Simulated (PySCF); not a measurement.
Job for PySCF: R-MP2/6-31G* on NaAl, 2S+1 = 1, a point of a bond scan (R = 2.928 Å).

```python
from pyscf import gto, scf, dft, mp
from pyscf.data.elements import chemcore

mol = gto.M(
    atom='''
    Na    0.00000000    0.00000000    0.00000000
    Al    0.00000000    0.00000000    2.92795900
    ''',
    basis='6-31g*',
    cart=True,
    charge=0, spin=0, verbose=3, max_memory=1800)
mf = scf.RHF(mol)
mf.conv_tol = 1e-8
mf.max_cycle = 100
mf.kernel()
if not mf.converged:
    mf = mf.newton().run(mf.mo_coeff, mf.mo_occ)
pt = mp.MP2(mf, frozen=chemcore(mol)).run()
```

Output:

```
converged SCF energy = -403.690827147626
E(RMP2) = -403.744641172652  E_corr = -0.0538140250254078
E(SCS-RMP2) = -403.750669727665  E_corr = -0.0598425800387649
```

The run converged.

Cost: very roughly 0.20 core-seconds.
